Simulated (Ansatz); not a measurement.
Total energies of `[CH3][Ga]([Br])[Br]`.

```xyz
7

C     0.3418    0.8722    0.4279
Ga   -0.3049   -0.7694   -0.3954
Br   -1.1933   -2.4803    0.8320
Br   -0.2359   -1.1504   -2.6471
H     0.6382    1.5901   -0.3356
H    -0.4437    1.2978    1.0541
H     1.1977    0.6400    1.0642
```

Total charge 0; spin multiplicity 1. Correlated methods include outer-core shells of Br, Ga, which these sets cover unevenly. Scalar relativity is left out up to krypton. The structure was optimised at the PBE0-D4/def2-TZVP level. Basis def2-TZVPP, the Gaussian-basis code of Ansatz.

RPA on PBE orbitals: Hartree–Fock energy of these orbitals -7107.78188 Eh, correlation -1.43690 Eh (frozen core).

```
             functional                                       kind  energy without D4 (Eh)  D4 term (kJ/mol)
                 revPBE                                        GGA             -7112.62247             -42.1
                   BLYP                                        GGA             -7113.31293             -38.1
                r2SCANh                      meta-GGA hybrid, 10 %             -7113.14595              -4.7
                r2SCAN0                      meta-GGA hybrid, 25 %             -7113.12874              -5.3
HSE06 (plane-wave form)                            screened hybrid             -7112.33095             -15.3
                  BHLYP                        global hybrid, 50 %             -7113.15512             -28.9
              CAM-B3LYP                     range-separated hybrid             -7113.56567             -16.9
                ωB97M-V  range-separated hybrid meta-GGA with VV10             -7112.80650                 –
                 B2PLYP                              double hybrid             -7112.05326                 –
               PBE-QIDH                              double hybrid             -7111.36814                 –
```

(1) Give the same for LDA (SPW92), PBE, r2SCAN, B97M-V, PBE0, B3LYP, LC-ωPBE, ωB97X-V. (Estimate.)

B3LYP takes the VWN-RPA correlation (the form of Gaussian; ORCA's B3LYP/G). HSE06 is the plane-wave form, built on full-range PBE exchange. The double hybrids freeze the cores in their second-order part.

Results:

(1) Ansatz gave: 
```tsv
functional	kind	energy without D4 (Eh)	D4 term (kJ/mol)
LDA (SPW92)	LDA	-7102.69488	–
PBE	GGA	-7112.09636	-18.3
r2SCAN	meta-GGA	-7113.15862	-4.2
B97M-V	meta-GGA with VV10	-7111.92724	–
PBE0	global hybrid, 25 % exact exchange	-7112.32485	-15.9
B3LYP	global hybrid, 20 %	-7113.32945	-30.1
LC-ωPBE	long-range corrected hybrid	-7112.23503	–
ωB97X-V	range-separated hybrid GGA with VV10	-7112.56198	–
```

LC-ωPBE has ω = 0.4 bohr⁻¹.
